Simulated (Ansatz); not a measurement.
Wavefunction ladder for Cl2Sb (`[Cl][Sb][Cl]`) radical

Cartesian coordinates in Å:
```
Cl 0.697 -0.199 1.694
Sb -0.726 -0.705 -0.089
Cl 0.028 0.904 -1.605
```

The species carries charge 0 and has multiplicity 2. Correlated methods include outer-core shells of Sb, which these sets cover unevenly. Sb takes the def2 core potential. All single points use the PBE0-D4/def2-TZVP geometry. Frozen core, unrestricted reference, Ansatz 0.2.0.

| basis | HF (Eh) | MP2 corr. | CCSD corr. | (T) | CCSD(T) total |
| --- | --- | --- | --- | --- | --- |
| def2-SVP | -1158.03448 | -0.35247 | ? | -0.00985 | ? |
| def2-TZVPP | -1158.36737 | ? | -0.71515 | ? | ? |
| def2-QZVPP | -1158.39649 | ? | – | – | – |

(1) Fill in the withheld values. (An estimate is asked.)

## Answers

(1) Ansatz gave: def2-SVP CCSD corr.: -0.38507; def2-SVP CCSD(T) total: -1158.42940; def2-TZVPP MP2 corr.: -0.69296; def2-TZVPP (T): -0.02763; def2-TZVPP CCSD(T) total: -1159.11015; def2-QZVPP MP2 corr.: -0.97237.
